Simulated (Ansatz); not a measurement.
Li4F5⁻, 9 atoms. Hardware: 4 threads of Arm Neoverse V1 on a shared host.

Correlated methods freeze 5 core orbitals; core or outer-core shells of Li are correlated, in sets that lack core-valence functions.

(1) How many basis functions does each of these Ansatz runs have, and roughly what does it cost? r2SCAN0-D4/def2-TZVPD, charge -1 singlet, energy, from earlier orbitals; MP2/def2-TZVPD, charge -1 singlet, energy, from earlier orbitals; CCSD(T)/def2-SVPD, charge -1 singlet, energy, from earlier orbitals; PBE-D4/def2-TZVPD, charge -1 singlet, energy and forces, from earlier orbitals; r2SCAN-D4/def2-TZVPD, charge -1 singlet, energy, from earlier orbitals; BLYP-D4/def2-TZVPD, charge -1 singlet, energy, from earlier orbitals; BHLYP-D4/def2-TZVPD, charge -1 singlet, energy, from earlier orbitals; PBE0-D4/def2-TZVPD, charge -1 singlet, energy, from earlier orbitals; B3LYP-D4/def2-SVPD, charge -1 singlet, relaxation, 7 steps.

Results:

(1) Other jobs shared the machine, so times can vary by a factor of up to 3. A dash marks memory too small to be measured apart from the calling script's.

```csv
run,functions,fitting or Cholesky vectors,wall time,peak host memory (GiB)
"PBE-D4/def2-TZVPD, charge -1 singlet, energy and forces, from earlier orbitals",268,1645,4.1 s,–
"BLYP-D4/def2-TZVPD, charge -1 singlet, energy, from earlier orbitals",268,1645,4.4 s,–
"BHLYP-D4/def2-TZVPD, charge -1 singlet, energy, from earlier orbitals",268,1755,5 s,0.81
"PBE0-D4/def2-TZVPD, charge -1 singlet, energy, from earlier orbitals",268,1645,5.5 s,0.79
"MP2/def2-TZVPD, charge -1 singlet, energy, from earlier orbitals",268,2041,5.5 s,0.79
"r2SCAN-D4/def2-TZVPD, charge -1 singlet, energy, from earlier orbitals",268,1645,6 s,–
"r2SCAN0-D4/def2-TZVPD, charge -1 singlet, energy, from earlier orbitals",268,1645,7 s,0.83
"B3LYP-D4/def2-SVPD, charge -1 singlet, relaxation, 7 steps",163,1882,23 s,–
"CCSD(T)/def2-SVPD, charge -1 singlet, energy, from earlier orbitals",163,1773,89 s,2.2
```
